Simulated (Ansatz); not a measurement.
Diatomic Br₂, closed-shell singlet (the spin of the measured ground state). No spin–orbit coupling. Br is treated without relativity.

D_e counts from the fitted minimum to each atom's lowest state at the same level, without counterpoise. The singlet is restricted.

Correlated levels freeze the inner cores; with def2 sets outer-core shells near the valence are correlated too. CBS(a, b) extrapolates the correlation energy as X⁻³ and adds the Hartree–Fock energy of set b.

The values were computed with Ansatz (Gaussian basis) for Hartree–Fock, density functionals and correlated methods. Each number belongs to the level named beside it.

```tsv
level	bond energy D_e (kcal/mol)
r2SCAN/def2-TZVPP	52.99
B3LYP/def2-TZVPP	48.63
BHLYP/def2-TZVPP	[?]
CAM-B3LYP/def2-TZVPP	46.75
wB97X-V/def2-TZVPP	50.08
CCSD/def2-TZVPP	[?]
CCSD/def2-QZVPP	46.44
CCSD(T)/def2-QZVPP	50.86
CCSD(T)/CBS(def2-TZVPP, def2-QZVPP)	52.93
```

Some entries are withheld; supply them.


- BHLYP/def2-TZVPP, bond energy D_e (kcal/mol): 41.82
- CCSD/def2-TZVPP, bond energy D_e (kcal/mol): 43.72

Ansatz is an electronic-structure program.
